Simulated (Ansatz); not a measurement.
Mulliken charges of `O[Si](O)[SiH3]` radical from PBE/def2-TZVPP in Ansatz (PBE0-D4/def2-TZVP geometry).

```json
{"atom": "O1", "x (Å)": "-1.361", "y (Å)": "0.957", "z (Å)": "1.110", "charge (e)": "-0.322"}
{"atom": "Si2", "x (Å)": "-0.693", "y (Å)": "-0.418", "z (Å)": "0.468", "charge (e)": "0.335"}
{"atom": "O3", "x (Å)": "0.191", "y (Å)": "-1.089", "z (Å)": "1.683", "charge (e)": "-0.333"}
{"atom": "Si4", "x (Å)": "0.810", "y (Å)": "-0.004", "z (Å)": "-1.310", "charge (e)": "0.069"}
{"atom": "H5", "x (Å)": "-2.103", "y (Å)": "1.338", "z (Å)": "0.637", "charge (e)": "0.190"}
{"atom": "H6", "x (Å)": "-0.159", "y (Å)": "-1.005", "z (Å)": "2.573", "charge (e)": "0.190"}
{"atom": "H7", "x (Å)": "1.977", "y (Å)": "0.845", "z (Å)": "-0.940", "charge (e)": "-0.041"}
{"atom": "H8", "x (Å)": "1.296", "y (Å)": "-1.306", "z (Å)": "-1.836", "charge (e)": "-0.040"}
{"atom": "H9", "x (Å)": "0.041", "y (Å)": "0.682", "z (Å)": "-2.386", "charge (e)": "-0.049"}
```

**Question.** By hand: the dipole of these point charges (1 e Å = 4.8032 D).

**Answer.** Σ q r = (-0.366, -0.038, -0.013) e Å, of length 0.368 e Å = 1.77 D.

**Question.** How does the dipole of the full density compare? (Estimate.)

**Answer.** The calculation gave: (-0.324, 0.127, 0.093) e Å, 1.73 D; the point charges give 1.02 times that, at 32° from its direction.

Point charges leave out the atoms' own dipoles, such as those of lone pairs, and Mulliken's split depends on the basis, so the two needn't agree.
